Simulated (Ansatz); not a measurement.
The cluster Zr₄O₈⁻. Charge -1, multiplicity 2. Geometry PBE-D4/def2-SVP, basis def2-SVP, Ansatz.

```xyz
12

Zr    0.843   -1.597    0.923
Zr    0.562    0.342   -2.137
Zr   -1.816   -0.990    2.819
Zr   -0.753    1.587    1.014
O     2.349   -2.071    1.764
O    -0.214    3.038    1.910
O     0.157    0.195   -4.072
O    -0.932   -2.293    1.784
O     1.046   -1.225   -1.062
O    -0.377    1.618   -0.980
O     1.489    0.855   -3.824
O    -2.354    0.541    1.862
```

```tsv
run	HOMO (eV)	LUMO (eV)
A	-1.04	-0.47
B	-1.25	-0.33
C	-1.84	0.07
D	-1.66	-0.19
```

In the def2 sets Zr takes a core potential; there is no spin–orbit coupling. B3LYP takes the VWN-RPA correlation. The structure holds 1 bond(s) between oxygen atoms. No other spin state of charge -1 was run. Another isomer (doublet) lies 6.56 eV lower at PBE0-D4/def2-SVP; other spin states weren't run for this one.

HOMO and LUMO are taken over both spins.

The runs used B3LYP, PBE, PBE0, r2SCAN. Estimate which is which.

A PBE (0 % exact exchange); B r2SCAN (0 % exact exchange); C PBE0 (25 % exact exchange); D B3LYP (20 % exact exchange). Exact exchange lowers occupied and raises empty levels; among semilocal functionals meta-GGAs tend to open the gap a little, and such runs are hard to tell apart. The gap grows from 0.57 eV (PBE) to 1.90 eV (PBE0). At r2SCAN-D4/def2-SVP, PBE0-D4/def2-SVP the charge -1 doublet is spin-contaminated (final ⟨S²⟩ up to 0.93, 0.75 for a pure state).
